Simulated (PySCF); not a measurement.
# Diatomic cations of Na with group 14

CCSD(T) with double-zeta basis sets in PySCF, for the lowest determinant that a PBE0 search found; no spin–orbit coupling. De refers to high-spin ground-configuration atoms (the charge goes to the atom of lower measured ionisation energy or higher electron affinity, which is not always the lowest computed limit).

```csv
M,basis,"reference, frozen orbitals",charged atom,state (unpaired electrons),Re (Å),ωe (cm⁻¹),De (eV)
C,aug-cc-pVDZ,"UHF, 2",Na+,"triplet (σ ↑, π ↑)",2.794,163,0.26
Si,pcseg-1,"UHF, 6",Na+,"triplet (σ ↑, π ↑)",3.284,126,0.37
Ge,pcseg-1,"UHF, 10",Na+,"triplet (σ ↑, π ↑)",3.348,108,0.42
Sn,def2-SVP,"UHF, 5",Na+,"triplet (σ ↑, π ↑)",3.457,107,0.51
Pb,cc-pVDZ/cc-pVDZ-PP,"UHF, 5",Na+,"triplet (σ ↑, π ↑)",3.471,108,n/a
```

**Question.** By what factor does the well depth vary along the series?

**Answer.** At CCSD(T) it runs from 0.26 eV (NaC⁺) to 0.51 eV (NaSn⁺), a factor of 1.96.

The rows differ in basis set, which adds steps of its own.

Down a group the atoms grow and get heavier, so bonds lengthen and wavenumbers fall; this series shows no clear exception.

Correlated steps freeze the inner cores (2 to 10 orbitals); shallow outer-core shells are correlated. Weak bonds: NaC⁺, NaGe⁺, NaSi⁺. Basis-set superposition, not corrected here, can be much of De in a small basis, most of all at correlated wavefunction levels. These are scalar-relativistic numbers at best; spin–orbit coupling would shift them, the dissociation energy most. For an ion De counts to the pair picked by the measured ionisation energies or electron affinities, which need not be the lowest pair at this level. States were picked by a PBE0 search and need not be the measured ground states.
